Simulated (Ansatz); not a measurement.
```yaml
crystal:
  periodic: [true, true, true]
  atoms:
    - {symbol: C, position_ang: [0.364084, 2.803105, -2.941691]}
    - {symbol: C, position_ang: [0.571643, 1.833154, -1.842123]}
    - {symbol: O, position_ang: [1.300681, 0.819665, -1.935439]}
    - {symbol: O, position_ang: [-0.005440, 1.998929, -0.708601]}
    - {symbol: Ge, position_ang: [0.795440, 0.420484, 0.027099]}
    - {symbol: F, position_ang: [2.299355, 1.091861, 0.545400]}
    - {symbol: O, position_ang: [1.354278, -1.404941, -0.104836]}
    - {symbol: C, position_ang: [0.218623, -1.751522, -0.581528]}
    - {symbol: C, position_ang: [-0.116624, -3.167149, -0.821343]}
    - {symbol: O, position_ang: [-0.582809, -0.801730, -0.794157]}
    - {symbol: O, position_ang: [-0.057253, 0.558914, 1.613144]}
    - {symbol: C, position_ang: [-0.616146, -0.410012, 2.331962]}
    - {symbol: C, position_ang: [-1.211781, 0.127766, 3.599245]}
    - {symbol: O, position_ang: [-0.644761, -1.573577, 2.016964]}
    - {symbol: H, position_ang: [0.716682, 3.783926, -2.616648]}
    - {symbol: H, position_ang: [0.896989, 2.489543, -3.835176]}
    - {symbol: H, position_ang: [-0.704753, 2.891003, -3.143604]}
    - {symbol: H, position_ang: [0.771631, -3.729020, -1.103541]}
    - {symbol: H, position_ang: [-0.486438, -3.554078, 0.132801]}
    - {symbol: H, position_ang: [-0.901172, -3.255922, -1.569101]}
    - {symbol: H, position_ang: [-0.434117, 0.616843, 4.188798]}
    - {symbol: H, position_ang: [-1.664122, -0.680120, 4.169040]}
    - {symbol: H, position_ang: [-1.959187, 0.886177, 3.358732]}
basis:
  gaussian: {orbitals: aug-cc-pVTZ}
total_charge: 1
magnetization: {spin_polarized: true, initial_magnetization: 1}
hamiltonian: {xc: {name: PBE0}, dispersion: d3bj}
output: {forces: true}
```

```sh
$ ansatz run in.yaml --threads 11 --pin off --events-out ev --progress --plain --max-ram 174080MiB --backend cuda --devices 0, --max-vram 75GiB
```

It prints (some lines left out):

```
Error: YAML parse error: error: line 2 column 3: crystal: missing field `lattice` (a structure is typed as `lattice` and `atoms`, a molecule's as `atoms` in Å alone, or read from a run's directory, `checkpoint`)
 --> <input>:2:3
1 | crystal:
2 |   periodic: [true, true, true]
3 |   atoms:
4 |     - {symbol: C, position_ang: [0.364084, 2.803105, -2.941691]}
```

In this input the molecule is marked periodic without a cell. The input was rejected before any iteration.
